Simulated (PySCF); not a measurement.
Electronic structure of Se²⁺ (selenium, charge +2) at the UHF level

Configuration: [Ar] 3d10 4s2 4p2, high-spin 3P determinant. Calculation: PySCF 2.14, in cc-pVDZ-DK (5s4p2d, 27 functions); scalar relativity by spin-free X2C-1e.

| Quantity | Value |
| --- | --- |
| Total energy | -2426.880355 hartree |
| One-electron energy | -3351.2765 hartree |
| Hartree (Coulomb) energy | 1010.7428 hartree |
| Exchange energy | -86.3466 hartree |
| ⟨S²⟩ | 2.0070 |
| ⟨L²⟩ | 2.020 |
| Sum of ⟨r⟩ | 19.87 bohr |
| Sum of ⟨r²⟩ | 24.35 bohr² |
| Traceless quadrupole moment −½Σ⟨3z² − r²⟩ along its main axis | 1.86 e·bohr² |
| Langevin diamagnetic susceptibility | -19.3 ×10⁻⁶ cm³/mol |
| Time after the integrals | 0.12 s of wall time on 1 thread of Neoverse-N1 (shared host) |

| shell | electrons | mean orbital energy (eV) | spread (eV) | rms radius, mean of both spins (bohr) |
| --- | --- | --- | --- | --- |
| 1s α | 1 | -12759.9 | 0 | 0.0508 |
| 1s β | 1 | -12759.6 | 0 | 0.0508 |
| 2s α | 1 | -1719.6 | 0 | 0.212 |
| 2s β | 1 | -1719.4 | 0 | 0.212 |
| 2p α | 3 | -1510.6 | 0.099 | 0.189 |
| 2p β | 3 | -1510.3 | 0.229 | 0.189 |
| 3s α | 1 | -273.88 | 0 | 0.612 |
| 3s β | 1 | -273.38 | 0 | 0.612 |
| 3p α | 3 | -206.08 | 0.063 | 0.636 |
| 3p β | 3 | -205.42 | 0.743 | 0.636 |
| 3d α | 5 | -93.510 | 0.426 | 0.694 |
| 3d β | 5 | -93.137 | 0.750 | 0.694 |
| 4s α | 1 | -45.856 | 0 | 1.84 |
| 4s β | 1 | -39.876 | 0 | 1.84 |
| 4p α | 2 | -31.400 | 0 | 2.15 |

Densities and radii are taken from the X2C orbitals without a picture-change correction, which distorts them close to the nucleus.
